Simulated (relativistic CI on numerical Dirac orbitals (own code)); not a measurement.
Calculated at this level of theory: Dirac-Coulomb-Breit CI, separate exchange-only KLI orbitals for each configuration, model QED (radiative potential, 1s self-energy scaled to tabulated hydrogen-like ionisation energies), unscaled Slater integrals (own radial code, finite nucleus).

The strongest absorption lines from the ground level of an ion, among the configurations computed and to levels below about 476 eV (vacuum wavelength in nm, gf): 2.6440 (0.61), 2.6535 (0.68), 2.6648 (0.73), 2.6676 (0.72), 2.7217 (0.98), 4.6863 (15), 4.7073 (7.8), 4.7181 (11).

Q: Which ion is it?
A. Tm24+
B. Re30+
C. Tl36+
D. Hf27+

A: B. Re30+ has 45 electrons and the ground level 4s2 4p6 4d9 2D_5/2; the strongest line goes to 4s2 4p6 4d8 4f 2F°_7/2. The pattern of lines fixes the number of electrons, and along that sequence the line energies rise steadily with the charge (about as its square where n changes within one kind of shell, about linearly where n is kept but much faster in heavy ions where fine structure, which grows about as Z⁴, sets the gap, and irregularly where shells cross), which fixes Z. Configurations outside the model, such as inner-shell arrays, can give stronger lines. At this charge energies of transitions that change n are usually good to better than 1 %, and those within a shell (Δn = 0) to a few per cent.

LS names give the leading component of a level, which can be under half, so a name can repeat, a term be missing and a line seem to break the LS rules.
